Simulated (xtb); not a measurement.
C$_{6}$H$_{13}$O$_{3}$ (SMILES COCC(C)[OH+]C(C)=O), charge +1, singlet, at the geometry of the source list; GFN0-xTB with ALPB(cs2) run with xtb 6.7.1.

Here is a job for xtb.
```
$ xtb mol.xyz --gfn 0 --chrg 1 --alpb cs2 --json

# file mol.xyz
22

C      2.40690000     1.33370000     1.05080000
O      1.19780000     0.58550000     0.98110000
C      1.33700000    -0.75400000     0.51400000
C     -0.06790000    -1.15710000     0.02240000
C     -0.05030000    -2.12410000    -1.14200000
O     -0.66950000     0.11830000    -0.39400000
C     -2.09660000     0.37730000     0.03090000
C     -2.53620000     1.65240000    -0.54400000
O     -2.61930000    -0.43700000     0.68710000
H      3.09200000     0.87400000     1.76350000
H      2.88530000     1.39930000     0.07080000
H      2.13220000     2.32560000     1.40180000
H      1.68090000    -1.41150000     1.31580000
H      2.05730000    -0.79110000    -0.31310000
H     -0.67290000    -1.54980000     0.84740000
H     -1.06160000    -2.38910000    -1.43560000
H      0.46380000    -1.69120000    -1.99650000
H      0.46680000    -3.03130000    -0.84560000
H      0.03670000     0.75800000     0.10600000
H     -2.75150000     1.51240000    -1.60350000
H     -3.45320000     1.97160000    -0.05260000
H     -1.77770000     2.42810000    -0.46460000
```

Output, abridged:

```
   ID    Z sym.   atoms
    1    6 C      1, 3-5, 7, 8
    2    8 O      2, 6, 9
    3    1 H      10-22

           -------------------------------------------------
          |                Calculation Setup                |
           -------------------------------------------------

           -------------------------------------------------
          |                 G F N 0 - x T B                 |
           -------------------------------------------------

      * Solvation model:               ALPB
        Solvent                        cs2
        Parameter file                 internal GFN-FF/ALPB
        Dielectric constant                2.6400E+00
        Reference state                gsolv [1 M gas/solution]
        Free energy shift                  4.5141E-03 Eh       2.8326E+00 kcal/mol
        Temperature                        2.9815E+02 K
        Density                            1.2600E+00 kg/L
        Solvent mass                       7.6140E+01 g/mol
        Interaction kernel             P16
        Born radius scaling (c1)           1.2853E+00
        Born radii integrator          GBOBC
        Born offset                        0.0000E+00 a0       0.0000E+00 AA
        H-bond correction              false
        Ion screening                  false
        Surface tension                    1.0000E-05 Eh       1.5569E+01 dyn/cm
        Grid points                               230 per atom

          ...................................................
          :                      SETUP                      :
          :.................................................:
          :  # basis functions                  62          :
          :  # atomic orbitals                  62          :
          :  # shells                           44          :
          :  # electrons                        54          :
          :  electronic temp.          300.0000000     K    :
          :  accuracy                    1.0000000          :
          :  -> integral cutoff          0.2500000E+02      :
          :  -> integral neglect         0.1000000E-07      :
          ...................................................

         :::::::::::::::::::::::::::::::::::::::::::::::::::::
         ::                     SUMMARY                     ::
         :::::::::::::::::::::::::::::::::::::::::::::::::::::
         :: total energy             -28.080597602967 Eh    ::
         :: total w/o Gsasa/hb       -28.070807980902 Eh    ::
         :: gradient norm              0.059088979744 Eh/a0 ::
         :: HOMO-LUMO gap              4.145840508463 eV    ::
         ::.................................................::
         :: H0 energy                -29.554759190390 Eh    ::
         :: repulsion energy           0.341056454099 Eh    ::
         :: electrostat energy         1.200097433908 Eh    ::
         :: -> Gsolv                   0.000000000000 Eh    ::
         ::    -> Gsasa               -0.014303686467 Eh    ::
         ::    -> Gshift               0.004514064402 Eh    ::
         :: dispersion energy         -0.006713084492 Eh    ::
         :: short-range corr.         -0.060279216092 Eh    ::
         :: add. restraining           0.000000000000 Eh    ::
         :: total charge               1.000000000000 e     ::
         :::::::::::::::::::::::::::::::::::::::::::::::::::::

           -------------------------------------------------
          |                Property Printout                |
           -------------------------------------------------

    * Orbital Energies and Occupations

         #    Occupation            Energy/Eh            Energy/eV
      -------------------------------------------------------------
         1        2.0000           -0.6952866             -18.9197
       ...           ...                  ...                  ...
        15        2.0000           -0.5358004             -14.5799
[...]
                  HL-Gap            0.1523568 Eh            4.1458 eV
             Fermi-level            0.0000000 Eh            0.0000 eV

     #   Z          covCN         q      C6AA      α(0)
     1   6 C        3.637     0.048    22.464     6.891
     2   8 O        1.738    -0.504    22.758     6.455
     3   6 C        3.687     0.043    22.391     6.851
     4   6 C        3.718     0.005    23.051     6.939
     5   6 C        3.753    -0.352    31.339     8.079
     6   8 O        2.439    -0.411    20.830     6.178
     7   6 C        2.667     0.583    18.629     7.040
     8   6 C        3.753    -0.484    35.338     8.578
     9   8 O        0.856    -0.492    23.529     6.509
    10   1 H        0.924     0.150     1.394     1.847
    11   1 H        0.924     0.129     1.542     1.942
    12   1 H        0.925     0.168     1.275     1.766
    13   1 H        0.924     0.154     1.367     1.829
    14   1 H        0.924     0.116     1.647     2.007
    15   1 H        0.924     0.200     1.097     1.638
    16   1 H        0.925     0.225     0.980     1.548
    17   1 H        0.925     0.211     1.044     1.598
    18   1 H        0.925     0.192     1.138     1.668
    19   1 H        0.805     0.330     0.638     1.255
    20   1 H        0.925     0.228     0.968     1.538
    21   1 H        0.925     0.244     0.901     1.484
    22   1 H        0.925     0.216     1.020     1.579

 Mol. C6AA /au·bohr⁶  :       3369.511130
 Mol. C8AA /au·bohr⁸  :      74754.010822
 Mol. α(0) /au        :         85.217580

Wiberg/Mayer (AO) data.
largest (>0.10) Wiberg bond orders for each atom

 ---------------------------------------------------------------------------
     #   Z sym  total        # sym  WBO       # sym  WBO       # sym  WBO
 ---------------------------------------------------------------------------
     1   6 C    3.950 --    12 H    0.982    10 H    0.981    11 H    0.981
                             2 O    0.979
     2   8 O    2.347 --     1 C    0.979     3 C    0.978    19 H    0.201
     3   6 C    3.957 --     4 C    0.992     2 O    0.978    13 H    0.974
                            14 H    0.973
     4   6 C    3.947 --     5 C    1.020     3 C    0.992    15 H    0.970
                             6 O    0.931
     5   6 C    3.979 --     4 C    1.020    16 H    0.979    17 H    0.978
                            18 H    0.976
     6   8 O    2.834 --     4 C    0.931     7 C    0.809    19 H    0.777
                             9 O    0.133
     7   6 C    3.847 --     9 O    1.987     8 C    1.011     6 O    0.809
     8   6 C    3.977 --     7 C    1.011    21 H    0.969    22 H    0.967
                            20 H    0.954
     9   8 O    2.259 --     7 C    1.987     6 O    0.133
    10   1 H    0.992 --     1 C    0.981
    11   1 H    0.988 --     1 C    0.981
    12   1 H    1.001 --     1 C    0.982
    13   1 H    0.996 --     3 C    0.974
    14   1 H    0.980 --     3 C    0.973
    15   1 H    1.000 --     4 C    0.970
    16   1 H    0.985 --     5 C    0.979
    17   1 H    0.984 --     5 C    0.978
    18   1 H    0.981 --     5 C    0.976
    19   1 H    0.992 --     6 O    0.777     2 O    0.201
    20   1 H    0.987 --     8 C    0.954
    21   1 H    0.986 --     8 C    0.969
    22   1 H    0.984 --     8 C    0.967
 ---------------------------------------------------------------------------

Topologies differ in total number of bonds
Writing topology from bond orders to xtbtopo.mol

 dipole moment from electron density (au)
     X       Y       Z
  -0.2384   0.8843  -0.3871  total (Debye):    2.527

           -------------------------------------------------
          | TOTAL ENERGY              -28.080597602967 Eh   |
          | GRADIENT NORM               0.059088979744 Eh/α |
          | HOMO-LUMO GAP               4.145840508463 eV   |
           -------------------------------------------------

normal termination of xtb
```
